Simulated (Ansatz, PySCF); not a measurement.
Cl3H2NSn, SMILES [NH2][Sn]([Cl])([Cl])[Cl]. Atoms are numbered in the order given.

```xyz
7

N      2.1944    -0.3601    -0.2575
Sn     0.2057    -0.0377    -0.0153
Cl    -0.9501    -1.3532    -1.5675
Cl    -0.2109     2.2301    -0.4174
Cl    -0.6525    -0.5544     2.1174
H      2.4430    -1.3271    -0.0387
H      2.7411     0.2507     0.3534
```
Charge 0, spin multiplicity 1.

The structure is a stationary point at B3LYP-D3(BJ)/def2-SVP. The structure was generated by enumeration; whether it is a known compound was not checked. The def2 effective core potentials stand for the cores of Sn; spin–orbit coupling is left out. The values are those of a single conformer.

Vertical ionisation energy (IE) and electron affinity (EA) in eV. Rows of orbital energies are one-electron estimates. Where ΔSCF, EOM or ADC give a negative EA the extra electron is unbound and the value depends on the basis.

| level | IE | EA |
|---|---|---|
| −ε(HOMO), −ε(LUMO), B3LYP/def2-TZVP (PySCF) | 8.40 | 3.16 |
| −ε(HOMO), −ε(LUMO), PBE/def2-TZVP (PySCF) | 7.22 | 3.74 |
| ΔSCF, CAM-B3LYP/def2-SVPD (Ansatz), final states of multiplicity 2 and 2 | 10.90 | 1.41 |
| ΔSCF, PBE/def2-SVPD (Ansatz), final states of multiplicity 2 and 2 | 10.28 | 1.46 |

Q: What vertical singlet–triplet gap does ΔSCF give with CAM-B3LYP/def2-SVPD (Ansatz, an electronic-structure program) and with PBE/def2-SVPD (Ansatz)? (Estimate from the structure and the level; the computed values follow.)

A: 4.30 and 3.74 eV (triplet above singlet where positive).
